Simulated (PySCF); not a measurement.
A structure optimised at B3LYP-D3(BJ)/def2-SVP, used in a PySCF frequency run:

```xyz
16

B      0.2176     0.2701     0.4468
C      0.0778    -1.0471     1.3005
H      0.4325    -1.9356     0.7498
H     -1.0026    -1.2291     1.4662
H      0.5650    -1.0181     2.2872
C      0.8582     1.5596     1.0884
H      1.9420     1.3608     1.2099
H      0.4845     1.7415     2.1113
H      0.7554     2.4826     0.4963
C     -0.2920     0.3258    -1.0476
C     -0.7944    -0.9596    -1.7087
H      0.5068     0.7946    -1.6567
H     -1.0897     1.0989    -1.0521
H     -1.6278    -1.4063    -1.1421
H      0.0002    -1.7222    -1.7618
H     -1.1522    -0.7898    -2.7373
```
Charge 0, spin multiplicity 1.

### Question
Write its SMILES and formula.

### Answer
CCB(C)C, C4H11B

### Question
What are its rotational constants (standard atomic weights)?

### Answer
6.8999, 3.1950, 2.3093 GHz
